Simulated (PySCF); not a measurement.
ReCl4, SMILES [Cl][Re]([Cl])([Cl])[Cl] (connectivity only; charge and spin as stated), neutral, multiplicity 4.

Coordinates come from a B3LYP-D3(BJ)/def2-SVP optimisation. The multiplicity is an assumed one; other spin states were not compared. The def2 effective core potentials stand for the cores of Re; spin–orbit coupling is left out.

Computed with PBE/def2-TZVP (PySCF).

The molecule is in vacuum.

Question: Estimate the frontier levels, dipole moment and polarisability. (The exact figures need the calculation; the answer reports its results.)

Answer: 
- α spin, highest occupied and lowest empty level = -5.65 and -4.63 eV
- β spin, highest occupied and lowest empty level = -8.07 and -4.79 eV
- dipole moment = 0.00 D
- quadrupole, principal values (traceless, Buckingham form, about the centre of nuclear charge) = -1.37, 0.68, 0.68 D·Å
- mean static polarisability = 98.7 bohr³ (14.62 Å³)
- polarisability, principal values = 91.3, 91.3, 113.5 bohr³
- ⟨S²⟩ = 3.766 (pure state 3.75)
